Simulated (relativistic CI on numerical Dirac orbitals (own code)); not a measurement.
# Bi LXIV: sensitivity of the levels to the model

Base calculation: Dirac-Coulomb-Breit CI, separate exchange-only KLI orbitals for each configuration, model QED (radiative potential, 1s self-energy scaled to tabulated hydrogen-like ionisation energies), unscaled Slater integrals.

Configuration list (outside the closed core [Ne]): 3s²3p⁶3d², 3s²3p⁵3d³, 3s3p⁶3d³, 3s²3p⁶3d4s, 3s²3p⁶3d4p, 3s²3p⁶3d4d, 3s²3p⁵3d²4s, 3s²3p⁶3d4f, 3s²3p⁵3d²4p, 3s²3p⁵3d²4d, 3s3p⁶3d²4s, 3s²3p⁶4s², 3p⁶3d³4p, 3s3p⁶3d²4p, 3s²3p⁶4s4p, 3s²3p⁶3d5s, 3s²3p⁶3d5d, 3s²3p⁶3d5g, 3p⁶3d⁴, 3p⁵3d⁵, 3p⁵3d⁴4s, 3p⁶3d³4s, 3p⁵3d³4s², 3s²3p⁶4s4d, 3s²3p⁵4s²4d, 3s²3p⁶4p², 3s²3p⁵4s4p², 3s3p⁶3d4s², 3s3p⁶4s²4p, 3s3p⁶4s²4d. Double excitations out of closed p, d and f shells are left out; levels of such configurations are missing from the list, as are those of other unlisted configurations, and high levels can miss mixing partners. These lack a partner that the ground configuration has and come out too high: 3s²3p⁵3d²4p, 3s²3p⁵3d²4d.

Variants: (1) non-relativistic limit; (2) one mean potential for all configurations. Shifts of the energy above 3s²3p⁶3d² ³F2, in eV, for the lowest level and the first level of each name with at least 55 % of one term (blank where a level changes its place among those of its configuration and J or its character, or is not in the variant):

```json
{"Level": "3s²3p⁶3d² ³F2", "Base": "0.000", "Δ(1)": "0.000", "Δ(2)": "0.000"}
{"Level": "3s²3p⁶3d² ³P0", "Base": "28.645", "Δ(1)": "-12.317", "Δ(2)": "0.000"}
{"Level": "3s²3p⁶3d² ³F3", "Base": "125.664", "Δ(1)": "-125.664", "Δ(2)": "+0.009"}
{"Level": "3s²3p⁶3d² ¹G4", "Base": "141.982", "Δ(1)": "", "Δ(2)": "+0.010"}
{"Level": "3s²3p⁶3d² ³P1", "Base": "144.207", "Δ(1)": "-127.879", "Δ(2)": "+0.008"}
{"Level": "3s²3p⁶3d² ³F4", "Base": "260.775", "Δ(1)": "", "Δ(2)": "+0.019"}
{"Level": "3s²3p⁶3d² ¹S0", "Base": "300.244", "Δ(1)": "-243.915", "Δ(2)": "+0.018"}
{"Level": "3s²3p⁵3d³ ³I°7", "Base": "578.792", "Δ(1)": "-271.770", "Δ(2)": "-0.209"}
{"Level": "3s²3p⁵3d³ ³P°1", "Base": "580.990", "Δ(1)": "", "Δ(2)": "-0.208"}
```

At this charge energies of transitions that change n are usually good to better than 1 %, and those within a shell (Δn = 0) to a few per cent.

Ionisation energy from the two ground configurations alone: base 6977.17 eV. The NIST ASD value (theoretical) is 6977 eV.

LS names give the leading component of a level, which can be under half, so a name can repeat, a term be missing and a line seem to break the LS rules.
